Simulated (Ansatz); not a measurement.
```yaml
crystal:
  periodic: [false, false, false]
  atoms:
    - {symbol: P, position_ang: [-0.298358, -0.157247, 0.768385]}
    - {symbol: P, position_ang: [0.074122, -0.725258, -0.442614]}
    - {symbol: P, position_ang: [0.747818, 0.336941, 0.040459]}
    - {symbol: As, position_ang: [-0.555610, 0.610283, -0.494301]}
basis:
  gaussian: {orbitals: def2-SVPD}
hamiltonian: {xc: {name: PBE0}, dispersion: d3bjatm}
scf: {lower_state_search: light}
```

```sh
$ ansatz run in.yaml --threads 4 --pin off --events-out ev --progress --plain --max-ram 3916MiB
```

Output, abridged:

```
Functional definition: PBE0
1007 factors; integrals over basis functions are off by at most 2.9e-4 eV
mean field evaluation 1: about -88575.9552 eV, gradient 6.1e1 eV
mean field evaluation 2: about -88570.2872 eV, gradient 7.8e1 eV
mean field evaluation 4: about -88585.1126 eV, gradient 3.8e0 eV
mean field evaluation 8: about -88585.1613 eV, gradient 9.0e-2 eV
mean field -88585.16127269 eV, -3255.4446315926 hartree, gradient 4.9e-5 eV, S^2 0.000000; 0 other end points of the search recorded, 0 dependent functions left out
reference -88585.16129946 eV, -3255.4446325762 hartree; 39, 39 occupied and 71, 71 virtual orbitals, 1007 factors
Total energy: -88585.37080656 eV, -3255.4523318202 hartree
```

(1) Something in this input is off. What?

## Answers

(1) The geometry is squeezed to about two thirds of its size. The run converged. The result belongs to that input, not to the species as meant.
